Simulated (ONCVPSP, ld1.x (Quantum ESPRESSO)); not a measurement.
## Potentials for O (Z = 8) compared

Generated with ld1.x 7.5 (TM, RRKJ, ultrasoft, PAW), atompaw 4.2 or ONCVPSP 4.0.1. The cutoff is in Ry: for ld1.x and atompaw files where the sum of valence levels is converged to 10 mRy in a Bessel basis, for ONCV files where the hardest occupied wave has 1 mHa per electron of residual kinetic energy. The error is the largest all-electron minus pseudo excitation energy over each file’s own four to seven test configurations (ionisations up to +4, promotions, holes and added fractions of an electron), all of which were solved. The labels leave out finer settings (local radius, basis sizes, second energies), which also bear on the numbers. Spin-polarised tests are not counted. The rows are a selection from randomly drawn settings: files with unsolved tests, undetermined cutoffs or missed reference levels are left out.

A true bound ghost makes a file unfit for plane-wave use even where its test errors are small: the radial tests pick states by their node count and pass the ghost by.

```csv
potential,cutoff (Ry),largest error (meV),bound ghosts
"ONCV, PBE, fully relativistic, rc 0.85/1.15/1.15 (spd), local smoothed, core correction yes, reference 2s2 2p3, qcut 9.3/10.2/8.2, projectors 2/2/2",83,+244,none
"ONCV, PBE, scalar-relativistic, rc 0.80/1.35/1.30 (spd), local s, core correction yes, reference 2s2 2p4, qcut 9.2/12.5/6.6, projectors 0/2/2",83,+395,none
"ONCV, PBE, scalar-relativistic, rc 0.65/1.50/1.30 (spd), local smoothed, core correction yes, reference 2s2 2p3, qcut 8.4/11.2/7.9, projectors 1/2/2",88,+411,none
"ONCV, LDA (Perdew-Zunger), scalar-relativistic, rc 0.65/2.10 (sp), local smoothed, core correction no, reference 2s1.5 2p4.5, qcut 7.9/5.1, projectors 2/1",137,+1646,none
"TM, PBEsol, non-relativistic, rc 0.70/1.45 (sp), local p, core correction yes, reference 2s1.75 2p4.25",80,+1896,none
"ONCV, PBE, scalar-relativistic, rc 0.75/2.10 (sp), local smoothed, core correction yes, reference 2s1.75 2p4.25, qcut 9.1/8.3, projectors 2/2",78,+2653,none
```

(1) Fill in the row for O: ONCV, PBE, scalar-relativistic, rc 0.65/1.70 (sp), local smoothed, core correction yes, reference 2s2 2p4, qcut 11.7/9.6, projectors 2/2.

Answers

(1) cutoff 84 Ry, largest error +1050 meV, bound ghosts: s.
